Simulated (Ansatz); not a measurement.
`N[Si@H](Cl)[Si@@H](N)F` + H₂ → `N[SiH2][SiH](N)Cl` + H–F  (hydrogenolysis of the Si–F bond)

Gas-phase electronic energies from Ansatz, PBE0-D4/def2-TZVP geometries. CCSD(T)/CBS adds triple-zeta CCSD(T) − MP2 to the extrapolated MP2 energy (def2 sets, frozen cores). This one scheme is used for every species. Functionals use def2-TZVPP. B3LYP here is the variant with VWN-RPA as its local correlation; programs differ in this. Each species was taken in one conformer, which may not be the lowest.

Task: Is it downhill or uphill in electronic energy at CCSD(T)/CBS, and by how much? (An estimate is asked.)

Result: The calculation gave: Uphill: ΔE = +130.7 kJ/mol.

Task: What do these levels give: PBE0-D4, ωB97M-V, B2PLYP, r2SCAN, B3LYP, HF/def2-TZVPP, MP2/def2-TZVPP, SCS-MP2/def2-TZVPP, MP2/def2-QZVPP, SCS-MP2/def2-QZVPP, HF/CBS(def2), MP2/CBS(def2)? (An estimate is asked.)

Result: The calculation gave: PBE0-D4 124.9, ωB97M-V 135.3, B2PLYP 134.9, r2SCAN 138.9, B3LYP 133.5, HF/def2-TZVPP 130.4, MP2/def2-TZVPP 132.8, SCS-MP2/def2-TZVPP 132.5, MP2/def2-QZVPP 134.7, SCS-MP2/def2-QZVPP 134.2, HF/CBS(def2) 132.5, MP2/CBS(def2) 135.0 kJ/mol.

Largest T1 diagnostic among the species: 0.011.
